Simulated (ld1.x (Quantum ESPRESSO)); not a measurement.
# Before and after: RRKJ potential for Cd (Z = 48)

- Element: Cd
- Generator: ld1.x (Quantum ESPRESSO) 7.5
- Type: norm-conserving RRKJ (Kleinman–Bylander form)
- Functional: LDA (PZ)
- Relativity: scalar-relativistic
- Frozen core: [Kr]
- Valence charge: 12
- Reference configuration: 4d10 5s1.5 5p0 (charge +0.5)
- Partial waves: 5s (bound): rc 2.00 bohr; 5p (bound, empty): rc 2.30 bohr; 4d (bound): rc 1.40 bohr
- Local potential: all-electron potential smoothed inside 1.65 bohr (lloc = -1)
- Core correction: a·sin(br)/r model core inside 1.05 bohr
- rho0: 0.005

All-electron outer shells of the reference configuration (LDA (PZ), scalar-relativistic, ld1.x):

```json
{"shell": "4p", "level (eV)": "-71.28", "outermost node (bohr)": "0.43", "outermost maximum (bohr)": "0.84"}
{"shell": "4d", "level (eV)": "-16.16", "outermost node (bohr)": "0.42", "outermost maximum (bohr)": "0.98"}
{"shell": "5s", "level (eV)": "-9.59", "outermost node (bohr)": "1.06", "outermost maximum (bohr)": "2.26"}
{"shell": "5p", "level (eV)": "-4.32", "outermost node (bohr)": "1.19", "outermost maximum (bohr)": "2.98"}
```

Change: wave 5s (bound): rc 2.00 bohr becomes 5s (bound): rc 2.82 bohr.

Cutoffs: the cutoffs (Ry, on a coarse ladder) from which the occupation-weighted sum of valence levels, in a spherical-Bessel basis at the reference potential, stays within 10 and 1 mRy of its value at 400 Ry; they do not see the model core or the augmentation charge, which bear on the density cutoff. Errors are all-electron minus pseudo energies relative to the spin-unpolarised reference configuration.

Task: What does the change do?

Result: The potential gets neither clearly harder nor softer (70 Ry and 80 Ry → 70 Ry and 80 Ry); both files keep a bound ghost (s); of the 9 tests that both files solve, the error grows in 3 and shrinks in 1 by more than 15 % and 0.3 meV (median size 2.6 → 4.7 meV).

| quantity | base | changed |
| --- | --- | --- |
| cutoff, loose | 70 Ry | 70 Ry |
| cutoff, tight | 80 Ry | 80 Ry |
| loose cutoff by channel (10 mRy a level) | s 18 Ry, d 60 Ry | s 12 Ry, d 60 Ry |
| bound ghosts | s | s |
| error for 4d10 5s2 5p0, meV [ΔE -3.88 eV] | -0.3 | -0.2 |
| error for 4d10 5s1 5p0, meV [ΔE 5.75 eV] | -2.6 | -2.5 |
| error for 4d10 5s0 5p0, meV [ΔE 23.27 eV] | -27 | -26 |
| error for 4d10 5s0 5p2, meV [ΔE 6.04 eV] | -3.5 | -7.2 |
| error for 4d9 5s2 5p0, meV [ΔE 14.27 eV] | -125 | -99 |
| error for 4d9 5s2 5p1, meV [ΔE 8.72 eV] | -147 | -128 |
| error for 4d10 5s1 5p1, meV [ΔE 0.91 eV] | -0.3 | -1.0 |
| error for 4d10 5s1.5 5p0 (spin-polarised), meV [ΔE -0.04 eV] | +0.2 | -0.4 |
| error for 4d10 5s1 5p0 (spin-polarised), meV [ΔE 5.56 eV] | -1.7 | -4.7 |

 A true bound ghost makes a file unfit for plane-wave use even where its test errors are small: the radial tests pick states by their node count and pass the ghost by.
